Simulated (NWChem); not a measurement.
Molecule: BH3Se2O; SMILES OB([SeH])[SeH]

```xyz
7

B      0.6827     0.0146     0.0000
O      2.0405     0.1355     0.0000
H      2.5162    -0.7132     0.0000
Se    -0.3233    -1.6833     0.0000
H      0.8765    -2.5649     0.0000
Se    -0.3085     1.7141     0.0000
H     -1.6466     1.0721     0.0000
```
Atoms are numbered in this order, from 1.

Program: NWChem. All runs use the structure optimised with PBE-D3(BJ)/def2-SVP. Ions are spin-unrestricted doublets at the neutral geometry; other ion states weren't tried.

| level | vertical ionisation energy, ΔSCF (eV) | −ε(HOMO) (eV) | ΔSCF minus −ε(HOMO) (eV) |
|---|---|---|---|
| B3LYP/aug-cc-pVDZ | 8.93 | 6.76 | 2.17 |
| PBE/aug-cc-pVDZ | 8.70 | 5.88 | 2.82 |
| PBE0/aug-cc-pVDZ | (withheld) | (withheld) | (withheld) |

Problem. Fill in the missing entries.

Solution. 
- PBE0/aug-cc-pVDZ, vertical ionisation energy, ΔSCF (eV): 8.96
- PBE0/aug-cc-pVDZ, −ε(HOMO) (eV): 6.99
- PBE0/aug-cc-pVDZ, ΔSCF minus −ε(HOMO) (eV): 1.97
